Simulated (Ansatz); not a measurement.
Consider the atomization: `[NH2][AlH][BH]F` → Al• + B• + F• + 4 H• + N•.

Computed with Ansatz on PBE0-D4/def2-TZVP structures; ΔE is electronic, products minus reactants. CCSD(T)/CBS adds triple-zeta CCSD(T) − MP2 to the extrapolated MP2 energy (def2 sets, frozen cores). This one scheme is used for every species, atoms too. Functionals use def2-TZVPP. HSE06 is defined as in plane-wave codes. No spin–orbit coupling; open shells (•) take unrestricted orbitals. Spin–orbit coupling would lower the free atoms: a little for Al, B, F. Each species was taken in one conformer, which may not be the lowest.

```tsv
species	HSE06 energy (Eh)
`[NH2][AlH][BH]F`	-424.09040
Al•	-242.24302
B•	-24.61633
F•	-99.67211
H•	-0.50075
N•	-54.54099
```

Task: Work out ΔE.

Result: ΔE = 4 × (-0.50075) + (-242.24302) + (-24.61633) + (-99.67211) + (-54.54099) − (-424.09040) = 1.01495 Eh = +2664.8 kJ/mol. CCSD(T)/CBS gives +2688.5 kJ/mol.

Largest T1 diagnostic among the species: 0.018.

At CCSD(T), def2-SVP lies −168.1 kJ/mol from the extrapolated value and def2-TZVPP −77.4 kJ/mol: correlation converges slowly with the basis, and small sets miss more of it in the bonded molecule than in its fragments. From r2SCAN to r2SCAN0 (25 % exact exchange), in def2-TZVPP and without D4, ΔE moves by −51.4 kJ/mol: exact exchange takes away binding that semilocal exchange gives to molecules. The D4 term adds +17.9 kJ/mol with B3LYP and +9.4 kJ/mol with PBE0; it sums over pairs of atoms, weighted by their polarisabilities, and B3LYP, whose exchange is more repulsive, gets the larger term.

B3LYP here is the variant with VWN-RPA as its local correlation; programs differ in this.

For atomizations the MP2-based limit and the directly extrapolated one differ by several kJ/mol either way, and by 10 to 25 for some Ge, Se and Sn compounds, so smaller differences from it don't rank the levels.
